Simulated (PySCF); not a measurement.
Stationary points of SnHF

Computed with PySCF, PBE0, basis Sn def2-TZVP with ECP28, H def2-TZVP, F def2-TZVP (scalar-relativistic core potentials, no spin–orbit coupling, density fitting).

Relaxations began from a few typed shapes. The search is not exhaustive: other isomers or separated fragments can lie lower, and high-lying points may rest on an excited occupation.

Q: Order these stationary points by electronic energy, lowest first, in kJ/mol from the lowest minimum.
A. singlet C∞v: Sn–F 2.075 Å, Sn–H 1.996 Å; F–Sn–H 180.0°
B. singlet Cs: Sn–F 1.945 Å, Sn–H 1.785 Å; F–Sn–H 93.3°

A: B (0.0), A (237.5).

Q: Which of them are minima?

A: By energy in kJ/mol, 0.0: minimum; 237.5: saddle point, 2 imaginary modes.

Counting electrons, tin keeps 2 of its valence electrons outside its bonds, so the VSEPR class is AX2E1 and the expected shape is bent; with unlike ligands the computed point group is Cs.
